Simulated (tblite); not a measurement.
Write Cartesian coordinates for InChI=1S/C7H11/c1-7(4-5-7)6-2-3-6/h6H,1-5H2 as optimised with GFN2-xTB. (Doublet state.)

```
atom  x, y, z in Å
C1    -1.2832    1.2399    1.2444
C2    -0.6482    0.1989    0.4841
C3     0.8144    0.0192    0.7769
C4     1.8611    0.6414   -0.1023
C5     1.7171   -0.8481   -0.0471
C6    -1.4667   -1.0566    0.1507
C7    -1.1725   -0.0751   -0.9253
H8    -0.7248    1.8252    1.9471
H9    -2.3269    1.4509    1.1154
H10    1.0175    0.0320    1.8423
H11    1.5271    1.1494   -0.9944
H12    2.7234    1.0974    0.3598
H13    2.4763   -1.4171    0.4687
H14    1.3183   -1.3589   -0.9097
H15   -0.9335   -1.9948    0.1530
H16   -2.4717   -1.1137    0.5391
H17   -1.9759    0.5546   -1.2762
H18   -0.4606   -0.3384   -1.6914
```

Orientation and origin are arbitrary. Atoms count from 1 in this order. The 3-membered ring C3–C4–C5 has internal angles of 59.9° to 60.2°. The 3-membered ring C2–C6–C7 has internal angles of 58.0° to 61.2°. The 8 C–C bonds span 1.437 Å (C1–C2, drawn single) to 1.535 Å (C2–C6, drawn single), a spread of 0.098 Å. C1 (carbon bonded to C and 2 H) is planar (angles 120.8°, 120.6° and 118.6°, sum 360.0°, 0.00 Å off the plane of its three neighbours).

Bonds between heavy atoms (Å): C1–C2 1.437, C2–C3 1.502, C3–C4 1.502, C4–C5 1.497, C2–C6 1.535, C6–C7 1.486, C2–C7 1.528, C3–C5 1.499.

Computed geometry: GFN2-xTB, gas phase. This method treats the open shell by occupation alone, without spin polarisation.

Point group: C1 (no symmetry element, even within 0.4 Å). Its GFN2-xTB frequencies are all real (lowest 78 cm⁻¹). Torsions: H–C1–C2–C3 1° and 180°, C1–C2–C3–C4 -98°. 2 starts were optimised and ended at 0.00 and 0.02 kcal/mol (GFN2-xTB); the lowest of these is shown.

One conformer stands for the species.
